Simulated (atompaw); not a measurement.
# Reading a pseudo-wave (silver (Ag))

Columns: radius, all-electron u(r) and pseudo u(r) of the 4d shell (level -7.45 eV) of silver in the configuration [Kr] 4d10 5s1 5p0; PBEsol, scalar-relativistic, PAW (atompaw) scheme, atompaw 4.2.0.5.

| r (bohr) | all-electron | pseudo |
| --- | --- | --- |
| 0.115 | -0.2657 | 0.0001 |
| 0.231 | -0.4473 | 0.0005 |
| 0.346 | -0.2495 | 0.0016 |
| 0.462 | 0.0953 | 0.0038 |
| 0.577 | 0.4151 | 0.0073 |
| 0.692 | 0.6521 | 0.0127 |
| 0.808 | 0.8006 | 0.0201 |
| 0.923 | 0.8737 | 0.0299 |
| 1.038 | 0.8936 | 0.0423 |
| 1.154 | 0.8783 | 0.0577 |
| 1.269 | 0.8418 | 0.0759 |
| 1.385 | 0.7932 | 0.0972 |
| 1.500 | 0.7395 | 0.1211 |
| 1.615 | 0.6844 | 0.1474 |
| 1.731 | 0.6297 | 0.1755 |
| 1.846 | 0.5778 | 0.2040 |
| 1.962 | 0.5285 | 0.2322 |
| 2.077 | 0.4831 | 0.2578 |
| 2.192 | 0.4411 | 0.2793 |
| 2.308 | 0.4022 | 0.2950 |
| 2.423 | 0.3669 | 0.3028 |
| 2.538 | 0.3346 | 0.3018 |
| 2.654 | 0.3049 | 0.2919 |
| 2.769 | 0.2780 | 0.2747 |
| 2.885 | 0.2534 | 0.2531 |
| 3.000 | 0.2311 | 0.2311 |

Q: How many radial nodes do the two functions have?

A: The all-electron 4d function has n − l − 1 = 1; the pseudo-wave has 0, since the states of the same l below it are removed with the core.

Q: Where does each function peak?

A: Outermost all-electron maximum near 1.04 bohr, pseudo maximum near 2.42 bohr (to the table’s step).

Q: Is the pseudo-wave norm-conserving?

A: No, it belongs to a PAW set: the norm inside the radius is not constrained, and the difference is carried by the augmentation charge.
